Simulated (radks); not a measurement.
The numbers below are computed, except where a source is named.
Question: Valence configurations of Bi II. Level of theory: scalar-relativistic Kohn-Sham, PBEsol, spin-polarised, spherical densities, finite nucleus; open shells are filled with parallel spins first (spin-orbit coupling, left out, can overturn this in heavy ions); Fermi nuclear charge, rms radius 5.5211 fm (a radial shooting solver on a logarithmic mesh with Libxc functionals). Order these by energy: [Hg] 6p2; [Xe] 4f14 5d9 6s2 6p3; [Xe] 4f14 5d8 6s2 6p4; [Xe] 4f14 5d9.5 6s2 6p2.5; [Xe] 4f13.5 5d10 6s2 6p2.5; [Xe] 4f14 5d10 6s1 6p3; [Xe] 4f13 5d10 6s2 6p3; [Xe] 4f14 5d10 6s1.5 6p2.5; [Xe] 4f13 5d10 6s1.5 6p3.5.

Answer: From the lowest, in eV above it: [Hg] 6p2 0.000; [Xe] 4f14 5d10 6s1.5 6p2.5 4.522; [Xe] 4f14 5d10 6s1 6p3 8.770; [Xe] 4f14 5d9.5 6s2 6p2.5 11.759; [Xe] 4f14 5d9 6s2 6p3 24.153; [Xe] 4f14 5d8 6s2 6p4 53.125; [Xe] 4f13.5 5d10 6s2 6p2.5 76.536; [Xe] 4f13 5d10 6s2 6p3 157.55; [Xe] 4f13 5d10 6s1.5 6p3.5 163.52. NIST lists [Hg] 6p2 as the ground configuration; this level of theory agrees among the configurations tried. The energies are those of spherical high-spin densities, not of single terms.
